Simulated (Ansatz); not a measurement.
```yaml
crystal:
  periodic: [false, false, false]
  atoms:
    - {symbol: C, position_ang: [-0.544897, -2.928047, 0.911304]}
    - {symbol: C, position_ang: [-0.593168, -1.753058, 0.277627]}
    - {symbol: N, position_ang: [0.179577, -0.622119, 0.499796]}
    - {symbol: Ge, position_ang: [1.445541, -0.734892, 1.848165]}
    - {symbol: Si, position_ang: [-0.141211, 0.767458, -0.524791]}
    - {symbol: C, position_ang: [0.994751, 2.179431, -0.076603]}
    - {symbol: C, position_ang: [-1.918545, 1.303240, -0.291675]}
    - {symbol: C, position_ang: [0.139435, 0.288608, -2.311467]}
    - {symbol: H, position_ang: [-1.220398, -3.720141, 0.619950]}
    - {symbol: H, position_ang: [0.145782, -3.142528, 1.718651]}
    - {symbol: H, position_ang: [-1.327217, -1.645598, -0.520840]}
    - {symbol: H, position_ang: [2.435183, -1.866339, 1.521306]}
    - {symbol: H, position_ang: [2.172663, 0.609844, 1.921045]}
    - {symbol: H, position_ang: [0.739991, -1.040125, 3.180554]}
    - {symbol: H, position_ang: [2.048818, 1.929599, -0.215737]}
    - {symbol: H, position_ang: [0.765712, 3.023168, -0.734727]}
    - {symbol: H, position_ang: [0.857039, 2.517503, 0.952742]}
    - {symbol: H, position_ang: [-2.619792, 0.498772, -0.527257]}
    - {symbol: H, position_ang: [-2.098812, 1.607579, 0.742578]}
    - {symbol: H, position_ang: [-2.157197, 2.150482, -0.940909]}
    - {symbol: H, position_ang: [1.178425, -0.009602, -2.473856]}
    - {symbol: H, position_ang: [-0.080599, 1.127635, -2.977716]}
    - {symbol: H, position_ang: [-0.496183, -0.547871, -2.612641]}
basis:
  gaussian: {orbitals: cc-pVTZ, point_charges: [{charge: -1.00, position_ang: [5.131, -0.331, -0.394]}]}
hamiltonian: {xc: {name: HF}}
correlation: {active_space: {window: {electrons: 3, orbitals: 2}}}
accuracy: high
output: {forces: true}
```

```sh
$ ansatz run in.yaml --threads 4 --pin off --events-out ev --progress --plain --max-ram 46080MiB --backend cuda --devices 0, --max-vram 37GiB
```

It prints (some lines left out):

```
Functional definition: HF
8561 factors; integrals over basis functions are off by at most 7.6e-8 eV
mean field evaluation 1: about -71205.1399 eV, gradient 5.1e1 eV
mean field evaluation 2: about -71205.5977 eV, gradient 5.1e1 eV
mean field evaluation 4: about -71212.4396 eV, gradient 5.5e0 eV
mean field evaluation 8: about -71212.5448 eV, gradient 4.2e-1 eV
mean field evaluation 16: about -71212.5456 eV, gradient 1.5e-8 eV
mean field -71212.54559819 eV, -2617.0127811365 hartree, gradient 1.6e-8 eV, S^2 0.000000; 0 other end points of the search recorded, 0 dependent functions left out
reference -71212.54559819 eV, -2617.0127811365 hartree; 49, 49 occupied and 418, 418 virtual orbitals, 8561 factors
Error: 3 electrons in 2 orbitals form no window around the highest filled level of the reference
```

Something in this input is off. What?

The active space doesn't fit the electrons. The run stopped with an error.
